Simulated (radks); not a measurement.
Problem. Coherent X-ray form factor from a spherical all-electron density. Calculated with a radial shooting solver on a logarithmic mesh with Libxc functionals: Dirac Kohn-Sham, BLYP, spin-unpolarised, spherical densities, finite nucleus; Fermi nuclear charge, rms radius of each element as measured or else 0.836 A^(1/3) + 0.57 fm.

sin(theta)/lambda (1/angstrom),f0 (electrons)
0.05,51.103
0.1,48.743
0.15,45.639
0.2,42.426
0.25,39.431
0.3,36.730
0.4,32.060
0.5,28.125
0.6,24.857
0.8,20.211
1,17.292
1.25,14.561
1.5,12.115
2,8.248

The species is in the configuration that NIST lists as its ground one. Which atom or ion scatters so?

Solution. The iodine ion I+, [Kr] 4d10 5s2 5p4. Extrapolating in s^2 from the first two rows gives f0(0) = 51.9, near the electron count 52; among species with that count, the fall with angle is slower the higher Z, and the table is that of Z = 53; from so few rows the species is fixed only to a neighbour or two.
